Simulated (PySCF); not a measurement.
**Vibration and rotation of NaTl**

RHF-CCSD(T) constants of NaTl, ¹Σ⁺ (singlet), closed shell (PySCF, scalar-relativistic core potentials, basis sets Na def2-SVPD, Tl def2-SVPD with ECP60; masses 22.9898 and 204.9744 u):

```
ωe              : 129.3 cm⁻¹
ωexe            : 0.532 cm⁻¹
Be              : 0.073684 cm⁻¹
αe              : 0.000439 cm⁻¹
D (centrifugal) : 9.58e-08 cm⁻¹
De to Na + Tl   : 0.73 eV
```

Give the band origin of the fundamental and the first lines of its P and R branches.

ν0 = ωe − 2ωexe = 128.2 cm⁻¹, B0 = 0.073465, B1 = 0.073025 cm⁻¹.

```
J″  P(J″) − ν0  R(J″) − ν0
 0                   0.146
 1      -0.147       0.291
 2      -0.295       0.436
 3      -0.443       0.579
 4      -0.593       0.721
 5      -0.743       0.863
 6      -0.895       1.004
```

Near which J would the R branch turn back, without centrifugal distortion?

At J ≈ (B0 + B1)/(2(B0 − B1)) − 1 ≈ 170.

Correlated steps freeze 5 core orbitals. Correlated levels converge slowly with the basis: in double zeta they bind strong bonds too weakly, by up to about 1 eV, and carry superposition errors of some tenths. These are scalar-relativistic numbers at best; spin–orbit coupling would shift them, the dissociation energy most. Where the molecule has an RHF reference, its open-shell atoms are computed with UHF.
